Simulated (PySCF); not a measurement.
# In⁺: interval between two levels

In⁺ [Kr] 4d10 5s2 → In⁺ [Kr] 4d9 5s2 5p1 [3F4, M_J = 4], as a difference of total energies. Calculation: PySCF 2.14, in x2c-TZVPall-2c; the two-component X2C-1e Hamiltonian. Correlated levels: [Ar] 3d10 frozen; the 6 highest virtual spinors dropped. "Screened" scales the spin-orbit matrix elements by Boettger's factors to mimic the two-electron term; Breit and QED terms are absent.

| method | interval between two levels (cm⁻¹) |
| --- | --- |
| GHF (spin-free) | 148700 |
| GMP2 (spin-free) | 155400 |
| GHF (screened spin-orbit) | 147110 |
| GMP2 (screened spin-orbit) | 153760 |

The labels give the starting determinants; with spin-orbit coupling the two ends relaxed to ⟨J²⟩ = 0.00, ⟨L²⟩ = 0.02, ⟨S²⟩ = 0.02 and ⟨J²⟩ = 20.02, ⟨L²⟩ = 12.03, ⟨S²⟩ = 2.02.
